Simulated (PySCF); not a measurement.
C2H6FGaO, SMILES C[O][Ga]([CH3])[F]. The structure is a stationary point at PBE-D3(BJ)/def2-SVP. The structure was generated by enumeration; whether it is a known compound was not checked. One conformer was computed; it need not be the lowest.

Question: Give the equilibrium geometry at PBE-D3(BJ)/def2-SVP (PySCF confirms it by a frequency run) as bond lengths and angles, and its point group. (The exact figures need the calculation; the answer reports its results.)

Answer: This is not unique; one that fits is point group Cs.
Atoms: Ga1 F2 C3 H4 H5 H6 O7 C8 H9 H10 H11. Bond lengths (Å): Ga1–F2 1.769, Ga1–C3 1.958, Ga1–O7 1.797, C3–H4 1.106, C3–H5 1.107, C3–H6 1.107, O7–C8 1.411, C8–H9 1.114, C8–H10 1.114, C8–H11 1.117. Angles (°): F2–Ga1–C3 121.4, F2–Ga1–O7 109.7, C3–Ga1–O7 129.0, Ga1–C3–H4 111.3, Ga1–C3–H5 109.1, Ga1–C3–H6 109.1, H4–C3–H5 109.5, H4–C3–H6 109.5, H5–C3–H6 108.4, Ga1–O7–C8 123.7, O7–C8–H9 110.3, O7–C8–H10 110.3, O7–C8–H11 114.3, H9–C8–H10 107.3, H9–C8–H11 107.1, H10–C8–H11 107.1.
